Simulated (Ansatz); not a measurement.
The same atomization along the group B, Al, Ga, In.

Gas-phase electronic energies from Ansatz, PBE0-D4/def2-TZVP geometries. CBS: MP2 limit from def2 TZ/QZ plus the TZ coupled-cluster correction, frozen cores. Small cases extrapolate CCSD(T) itself. Functionals use def2-TZVPP. Open shells (•) are unrestricted, without spin–orbit coupling. Spin–orbit coupling would lower the free atoms: a little for Al, B, O, Si; clearly for Ga; strongly for In. Elements past krypton have def2 core potentials. For Ga, In outer-core shells are correlated without core-valence functions, so the limit isn't a true one: a few kJ/mol of doubt a bond, and 10 to 20 or more in all where bonds break to atoms. Scalar relativity is left out up to krypton. Each species was taken in one conformer, which may not be the lowest.

```tsv
reaction	CCSD(T)/CBS(def2) (eV)
`OB(O)O[SiH3]` → B• + 5 H• + 3 O• + Si•	41.92
`[OH][Al]([OH])[O][SiH3]` → Al• + 5 H• + 3 O• + Si•	39.43
`[OH][Ga]([OH])[O][SiH3]` → Ga• + 5 H• + 3 O• + Si•	?
`[OH][In]([OH])[O][SiH3]` → In• + 5 H• + 3 O• + Si•	34.38
```

Fill in the missing values. (Estimate.)

The calculation gave: `[OH][Ga]([OH])[O][SiH3]` → Ga• + 5 H• + 3 O• + Si•: +36.31 eV.

Largest T1 diagnostic: 0.018, for Al•.

Extrapolated directly: `[OH][Al]([OH])[O][SiH3]` → Al• + 5 H• + 3 O• + Si•.

For atomizations the MP2-based limit and the directly extrapolated one differ by several kJ/mol either way, and by 10 to 25 for some Ge, Se and Sn compounds, so smaller differences from it don't rank the levels.
